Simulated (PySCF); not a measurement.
# 2 AlCl₂ → AlCl + AlCl₃

Level: PBE0 in the def2-TZVP basis family, all electrons, no relativity, computed in PySCF with density fitting; open shells unrestricted.

```csv
species,state and structure,E (Eh),ZPE (kJ/mol),H(298 K) − H(0) (kJ/mol),S° (J/(mol K))
AlCl₂,"doublet, C2v, Al–Cl 2.102 Å (×2); Cl–Al–Cl 119.0°",-1162.55060,7.1,12.8,289.6
AlCl,"singlet, C∞v, Al–Cl 2.146 Å",-702.43605,2.8,9.3,227.9
AlCl₃,"singlet, D3h, Al–Cl 2.070 Å (×3)",-1622.72797,12.7,16.4,313.2
```

Problem. What is the electronic reaction energy?

Solution. At PBE0/def2-TZVP, ΔE = -164.9 kJ/mol from the differences of the total energies times 2625.5, downhill. The bond broken in AlCl₂ is weaker than the one that a second molecule gains.

Problem. Add zero-point, thermal and entropy terms for 298.15 K and 1 bar.

Solution. ΔZPE = 1.3 and Δ[H(298) − H(0)] = 0.1 kJ/mol give ΔH° = -163.5 kJ/mol. ΔS° = -38.1 J/(mol K), so ΔG° = -163.5 − 298.15 × (-0.0381) = -152 kJ/mol.

Each species is the lowest minimum found with this bonding; other isomers or fragments can lie lower.
